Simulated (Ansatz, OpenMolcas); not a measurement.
**How basis sets differ on CH6BSb (SMILES C[BH][SbH2])**

CH6BSb: 9 atoms, total charge 0, spin state singlet. As SMILES, `C[BH][SbH2]`. The shape is that of a PBE0-D4/def2-TZVP optimisation. This is one conformer, not always the lowest.

Quantity: the HOMO–LUMO gap, in eV. The values are calculated.

| level | kind | program | value (eV) | CPU time |
| --- | --- | --- | --- | --- |
| HF/ANO-R0 (sfX2C) | Hartree–Fock | OpenMolcas | 11.20 | 6.5 s |
| HF/ANO-RCC-MB (DKH2) | Hartree–Fock | OpenMolcas | 11.78 | 5.4 s |
| HF/STO-3G | Hartree–Fock | Ansatz | 12.83 | 0.52 s |
| HF/3-21G | Hartree–Fock | Ansatz | 10.92 | 1.3 s |
| HF/def2-SVPD (core potential) | Hartree–Fock | OpenMolcas | 10.68 | 53 s |

All-electron rows without a relativistic Hamiltonian named are non-relativistic, while core potentials hold scalar relativity, so basis and relativity change together. The values span 10.68 to 12.83 eV. A Hartree–Fock LUMO above zero doesn't converge with the basis: it sinks as sets grow more diffuse. Orbital gaps aren't excitation energies. Times are those of the runs behind each value, whatever else they computed, on shared processors of several kinds: orders of magnitude only.
